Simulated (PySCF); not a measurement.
Species: CH3ClOSi (triplet state).
Structure used (PBE0-D3(BJ)/def2-SVP), in Å, numbered top down from 1:
```xyz
7
CH3ClOSi angstrom
C     -0.9589    0.1154   -0.0334
O      0.0437   -0.6375    0.6154
Si     1.5811   -0.9013    0.0387
Cl     3.0570    0.4835    0.5164
H     -1.0291   -0.1275   -1.1067
H     -1.9213   -0.1190    0.4446
H     -0.7658    1.1962    0.0692
```

The hyperfine couplings belong to this conformer and change with its torsions.

Identity: `CO[Si]Cl` [triplet].

The calculation used UKS B3LYP, IGLO-III on C Cl O Si, pcH-1 on H, non-relativistic, mean-field spin-orbit, GIAO in PySCF 2.14.0. Isolated species at its PBE0-D3(BJ)/def2-SVP geometry (one conformer only). This triplet need not be the ground state; the singlet was not compared here. No stability test was run, so a lower SCF solution isn't excluded.

Principal values of hyperfine tensors in MHz (contact, dipolar and spin–orbit terms together), for some of the nuclei:

```tsv
atom	isotope	A1	A2	A3
Si3	29Si	-880.37	-780.43	-717.87
O2	17O	-64.53	-33.33	-26.57
Cl4	35Cl	-3.59	18.70	47.17
H6	1H	0.70	1.37	6.15
H5	1H	-0.76	1.06	7.20
H7	1H	-0.15	0.76	5.79
```

Problem. Give the isotropic coupling of each nucleus in MHz and in mT (g = 2.0018), and the anisotropic part.

Solution. a_iso is a third of the trace, T = A − a_iso, and a(mT) = a(MHz)/(g × 13.996). The tensors hold a spin–orbit part: the run splits a_iso into a_FC + a_SO, and T includes its anisotropic share.

```csv
atom,a_iso (MHz),a_FC,a_SO,a_iso (mT),T1,T2,T3
Si3,-792.89,-794.37,1.48,-28.300,-87.48,12.46,75.02
O2,-41.48,-41.33,-0.15,-1.480,-23.05,8.15,14.90
Cl4,20.76,20.15,0.61,0.741,-24.35,-2.07,26.41
H6,2.74,2.74,0.00,0.098,-2.04,-1.37,3.41
H5,2.50,2.50,0.01,0.089,-3.26,-1.44,4.70
H7,2.13,2.13,0.00,0.076,-2.28,-1.38,3.66
```

Problem. What spin density at the nucleus of O2 lies behind its contact coupling (g_N = -0.75752)?

Solution. a_FC = (2μ0/3) gₑ μB g_N μN ρ(0)/(2S·h) = 800.24 MHz × g_N × ρ(0)/(2S), with ρ in bohr⁻³. With a_FC = -41.33 MHz and 2S = 2, ρ(0) = 0.1364 bohr⁻³. The nuclear moment is negative, so coupling and spin density have opposite signs.

Problem. C1 (13C, g_N = 1.40482) isn't in the table. Its spin density at the nucleus is 0.04214 bohr⁻³. What is its contact coupling?

Solution. By the same relation, a_FC = 23.7 MHz. Its full tensor has the principal values 21.76, 21.98, 27.30 MHz.

Problem. Which nucleus of the table has the largest anisotropic coupling, and what is its form?

Solution. Si3: -87.5, 12.5, 75.0 MHz (the dipolar term alone has -86.4, 12.7, 73.7), rhombic: the two smaller values differ by 72 % of the largest.
